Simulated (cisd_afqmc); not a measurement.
Input (AFQMC/CISD/cc-pVDZ; cisd_afqmc is a phaseless AFQMC code with CISD trial states that reads the integrals written by Ansatz):

Ansatz 0.2 input:
```python
import cisd_afqmc

open("ham.yaml", "w").write("""\
crystal:
  periodic: [false, false, false]
  atoms:
    - {symbol: O, position_ang: [-0.00000000, -0.00000000, -1.13481261]}
    - {symbol: C, position_ang: [0.00000000, 0.00000000, 0.04054995]}
    - {symbol: N, position_ang: [0.00000000, 0.00000000, 1.26217160]}
basis:
  gaussian:
    orbitals: cc-pVDZ
magnetization: {spin_polarized: true, initial_magnetization: 1}
correlation: {method: ccsd, electrons: outside_noble_gas, hamiltonian_folder: ham}
""")
rep = cisd_afqmc.ansatz("ham.yaml")
e_ccsd = rep["correlation"]["coupled_cluster"]["energy"]["hartree"]
out = cisd_afqmc.run("ham", e_ccsd, trial="CISD", walkers=200, populations=8, threads=8, dt=0.005, steps=40, early=24, settle=10, least=32,
    cut=5e-5, rank_cut=2e-4, target=0.0004, seconds=1500, seed=1, memory=17280, gpu=False)
```

Output:

```
WARN ansatz::render: the results are in doubt because among natural orbitals full CI differs from the method by -0.133 eV
orbitals 39, occupied [8, 7], factors 223 of 398, rank of the doubles 275 of 472
E(HF) = -167.144416
E(CCSD) on the cut factors = -167.579862, shift to the whole factors -0.000004
Energy of the trial state on the determinant = -167.579904
  tau behind 7.2 of longer steps, mean of the populations' last blocks
   2.0  -167.59673
   4.0  -167.59844
   6.0  -167.59709
   8.0  -167.60065
  10.0  -167.59954
  12.0  -167.59855
  14.0  -167.59624
  16.0  -167.59611
  18.0  -167.59810
  20.0  -167.59987
  22.0  -167.59894
  24.0  -167.59724
blocks 1003 (2 outliers left out), error by blocks joined: 1: 0.00021, 2: 0.00026, 4: 0.00031, 8: 0.00036, 16: 0.00039
E(AFQMC/CISD) = -167.59837 +/- 0.00039
```

The determinant is spin-contaminated: <S^2> is 0.85, 0.10 over the pure value.

The run carries these doubts: large difference.
